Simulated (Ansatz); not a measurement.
Consider the homolysis of the S–Si bond: `C=C[SiH](S)Cl` → `[SH]`• + `C=C[SiH]Cl`•.

Calculated with Ansatz (gas phase, PBE0-D4/def2-TZVP geometries, no zero-point term in ΔE). CBS: MP2 limit from def2 TZ/QZ plus the TZ coupled-cluster correction, frozen cores. This one scheme is used for every species. Functionals use def2-TZVPP. HSE06 is defined as in plane-wave codes. Open shells (•) are unrestricted, without spin–orbit coupling. One conformer a species, not always the lowest.

| level | ΔE (kJ/mol) |
| --- | --- |
| HSE06-D4 | 380.5 |
| CAM-B3LYP | 363.1 |
| LC-ωPBE | 370.9 |
| SCS-MP2/def2-QZVPP | 415.7 |

(1) What does CCSD(T)/CBS give? (Best estimate.)

Largest T1 diagnostic among the species: 0.026.

## Answers

(1) Ansatz gave: +395.8 kJ/mol. The listed levels differ from it by -15.3, -32.7, -24.9, 19.9 kJ/mol.

From BLYP to BHLYP (50 % exact exchange), in def2-TZVPP and without D4, ΔE moves by +12.9 kJ/mol. In def2-TZVPP, CCSD(T) changes the Hartree–Fock value by +109.8 kJ/mol (the triples alone add +11.1 kJ/mol) and MP2 by +145.3 kJ/mol; breaking electron pairs costs correlation energy, which Hartree–Fock lacks.

CCSD(T)/CBS has its own doubt, a few kJ/mol and more with outer-core shells, so smaller differences from it don't rank the levels.
